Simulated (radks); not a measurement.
The numbers below are computed, except where a source is named.
Problem. These are the eigenvalues of the occupied orbitals of an atom or ion with whole-number occupations (eV). Level of theory: scalar-relativistic Kohn-Sham, BLYP, spin-unpolarised, spherical densities, point nucleus (a radial shooting solver on a logarithmic mesh with Libxc functionals).

orbital  eigenvalue
1s        -57397.91
2s        -9654.461
2p        -8540.327
3s        -2173.905
3p        -1835.088
3d        -1411.161
4s        -439.9834
4p        -328.5835
4d        -179.4570
5s         -66.1981
5p         -40.6358
4f         -17.3213

Which element is it, and in what charge state? The configuration may be excited.

Solution. Z = 68, erbium, charge +2: Er2+ in [Xe] 4f12. The list shows which subshells hold electrons but not how many an open one holds; the 1s level, -2109.3 hartree, gives Z - s = 65.0 by -(Z - s)^2/2, which with screening and relativity narrows Z to a few neighbours, and the depths of the outer levels then fix element, charge and occupations together.
